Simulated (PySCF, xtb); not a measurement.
AsH3, SMILES [AsH3].

xtb with GFN2-xTB at its own geometry gives an orbital gap of 6.51 eV and a dipole moment of 0.35 D.

Geometry: B3LYP-D3(BJ)/def2-TZVPD.

Question: What does PBE/def2-TZVPD in PySCF give? (An estimate is asked for; the answer gives what the named calculation found.)

Answer: gap 6.26 eV (levels -6.72 and -0.46 eV), dipole 0.28 D.
